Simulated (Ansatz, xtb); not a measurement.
## C4H4BBr: which of two isomers lies lower

We compare a, `BrC1=CBC=C1`, a singlet, with b, `BrB1C=CC=C1`, a singlet. Both are isolated molecules in the gas phase, relaxed with B3LYP-D3(BJ)/def2-SVP.

a (Å):

```xyz
10

C    -2.2219   -0.7706   -1.6484
C    -2.2224   -1.6915   -0.6650
C    -0.7399   -2.3164   -2.6107
C    -1.3353   -1.1313   -2.8263
B    -1.2493   -2.8118   -1.1841
Br   -3.1793    0.8527   -1.6936
H    -2.7974   -1.6047    0.2558
H    -0.9525   -3.8319   -0.6180
H    -0.0543   -2.7849   -3.3190
H    -1.2454   -0.4692   -3.6913
```

b (Å):

```xyz
10

C    -2.1772   -1.8185   -0.6758
C    -1.1982   -2.6173   -1.1470
C    -0.6918   -2.1597   -2.4981
C    -1.3319   -1.0546   -2.9314
B    -2.3639   -0.7208   -1.7896
Br   -3.6014    0.7312   -1.7616
H    -2.6880   -1.9579    0.2772
H    -0.7861   -3.5010   -0.6494
H     0.1039   -2.6967   -3.0242
H    -1.1311   -0.5510   -3.8772
```

Quicker runs give these differences E(b) − E(a): GFN2-xTB −0.984 eV; HF/STO-3G −1.293 eV (at GFN2-xTB geometries); r2SCAN-D4/def2-SVP −1.440 eV (at GFN2-xTB geometries).

Estimate E(b) − E(a) at the level CCSD(T)/def2-SVP + ΔMP2/def2-TZVPP.

Calculated at CCSD(T)/def2-SVP + ΔMP2/def2-TZVPP: E(b) − E(a) = −1.393 eV, so structure b lies lower.

Level by level:

| level | geometry | E(b) − E(a) (eV) | departure from the last row (eV) | job, with rough time for the two |
| --- | --- | --- | --- | --- |
| GFN2-xTB | GFN2-xTB | −0.984 | +0.408 | optimisation, 0.14 s |
| HF/STO-3G | GFN2-xTB | −1.293 | +0.100 | single point, 0.58 s |
| r2SCAN-D4/def2-SVP | GFN2-xTB | −1.440 | −0.047 | single point, 6.6 s |
| B3LYP-D3(BJ)/def2-SVP | B3LYP-D3(BJ)/def2-SVP | −1.419 | −0.026 | optimisation, 46 s |
| HF/def2-SVP | B3LYP-D3(BJ)/def2-SVP | −1.550 | −0.157 | part of the CCSD(T) run |
| MP2/def2-SVP | B3LYP-D3(BJ)/def2-SVP | −1.516 | −0.123 | part of the CCSD(T) run |
| CCSD(T)/def2-SVP | B3LYP-D3(BJ)/def2-SVP | −1.515 | −0.123 | single point |
| CCSD(T)/def2-SVP + ΔMP2/def2-TZVPP | B3LYP-D3(BJ)/def2-SVP | −1.393 |  | single point, 73 s |

As drawn, b has 1 B–Br, 1 C–H in place of 1 C–Br, 1 B–H.

The levels shown agree on the order. The largest departure from CCSD(T)/def2-SVP + ΔMP2/def2-TZVPP is that of GFN2-xTB, 0.408 eV. The last row adds to CCSD(T) the change of the MP2 difference between the two basis sets, here +0.123 eV.

With thermal terms from frequencies at re-optimised GFN2-xTB minima (ideal gas, soft modes damped towards free rotors, one conformer each, 298.15 K, 1 atm): the zero-point term adds +0.067 eV; ΔH is −1.332 and ΔG −1.309 eV.

The correlated steps freeze 14 core orbitals; the filled d shell of Br is correlated, in a basis made for valence electrons. Run with Ansatz 0.2.0, xtb 6.7.1; the last row on 2 threads of Arm Neoverse V1 on a shared host.
